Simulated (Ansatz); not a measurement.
Harmonic frequencies (cm⁻¹) at PBE0-D4/def2-TZVP from Ansatz: 83, 135, 286, 441, 586, 632, 920, 956, 1066, 1082, 1169, 1175, 1255, 1317, 1422, 1476, 1529, 2643, 3054, 3125, 3856.

Each molecule was computed in one conformer, which needn't be the lowest.

Question: Which molecule is it?
A. `N[SiH]1BN1`
B. `OBOCF`
C. `COB(O)F`
D. `[SiH3]C[SeH]`

Answer: B.
